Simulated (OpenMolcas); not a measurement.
## Pt2+: ligand-field states by method

Pt2+ with its 6 nearest oxide ions at 2.154 Å, on the Mg site of MgO (a = 4.2112 Å, distance in the model lattice 2.106 Å). The rest of the host is ab initio model potentials to 7.6 Å, with orthogonalisation functions on the cations behind the ligands, and point charges beyond; the distance is set by hand and nothing relaxes. Ligand basis ANO-RCC-VDZP.
```
Pt    0.0000    0.0000    0.0000
O     2.1540    0.0000    0.0000
O     0.0000    2.1540    0.0000
O    -2.1540    0.0000    0.0000
O     0.0000   -2.1540    0.0000
O     0.0000    0.0000    2.1540
O     0.0000    0.0000   -2.1540
```

* Program: OpenMolcas 26.06
* Basis: ANO-RCC-VDZP [7s6p4d2f]
* Scalar Hamiltonian: DKH2, point nucleus
* Active space: 8 electrons in 5 orbitals (5d)
* State averaging: 2S+1 = 3 even, 10 roots; 2S+1 = 1 even, 15 roots
* Spin-orbit coupling: RASSI with atomic mean-field integrals over the reference wave functions

I. CASSCF
II. SS-CASPT2, IPEA 0.25 Eh, imaginary shift 0.1 Eh (closed shells correlated: 5s 5p and the ligand valence shells)

Spin-free states (labels of O, the rotations of Oh) in cm-1, each column counted from its own energy of the first state listed:

| State | Degeneracy | I | II |
| --- | --- | --- | --- |
| 3A2 | 1 | 0 | 0 |
| 1E | 2 | 11194 | 6830 |
| 1A1 | 1 | 20754 | 14940 |
| 3T2 | 3 | 25498 | 27020 |
| 3T1 | 3 | 33186 | 33110 |
| 1T2 | 3 | 35825 | 33530 |
| 1T1 | 3 | 39281 | 36690 |
| 3T1 | 3 | 53734 | 55990 |
| 1T2 | 3 | 62883 | 62370 |
| 1E | 2 | 63090 | 62360 |
| 1A1 | 1 | 78924 | 73780 |

From I to II, I's first state of the same spin (3T2) moves from 25498 to 27020 cm-1, by about +1500 cm-1.

From I to II, I's first state of another spin (1E) moves from 11194 to 6830 cm-1, by about -4400 cm-1.

I: A least-squares ligand-field fit to the states below 45000 cm-1, each weighted by its degeneracy and with a free common offset, gives 10Dq = 24986 cm-1, B = 747 cm-1 and C = 2493 cm-1 (C/B = 3.34), with an rms deviation of 154 cm-1. The same method and metal basis give the free ion B = 847 cm-1 (fit to its terms below 60000 cm-1, rms deviation 6 cm-1), so the nephelauxetic ratio is β = 747 / 847 = 0.88; it hangs on how both fits weigh the states, and computed free-ion B values tend to be too large, so β mixes covalency with correlation.

χT at 300 K: I 1.40, II 1.38 cm3 K/mol.

The states above are spin-free; spin-orbit coupling is strong here and shifts and splits them by thousands of cm-1.

Roots that are degenerate in the reference are averaged as groups; the widest CASPT2 spread within a group is 390 cm-1 (the 3-fold group of multiplicity 1 near 33500 cm-1 above the lowest state of its run, II). Shifts and gaps below about the spread of the groups concerned are not significant. Over all roots computed the reference weight is 0.68 to 0.70 in II; a low but even weight reflects the number of correlated electrons. Real 4d8 and 5d8 ions are as a rule square planar and diamagnetic. The least metal-like active orbital is 77 % on the metal (Löwdin) and no ligand orbital is active, so the numbers are rough. Ligand-to-metal charge-transfer states are missing. With no ligand orbital active B as a rule stays too high, so bands that hang on it stand too high and its fall with covalency is understated. Without dynamic correlation the repulsion within the d shell is too large (B by tens of per cent), so at a given field states of lower spin stand too high (holds for I). With metal d orbitals alone the field can be off either way by tens of per cent (holds for I). With one d shell and no ligand orbital active, 10Dq can be off by a tenth or more (holds for II). No measured value stands beside these numbers; the geometry was set by hand and not optimised.
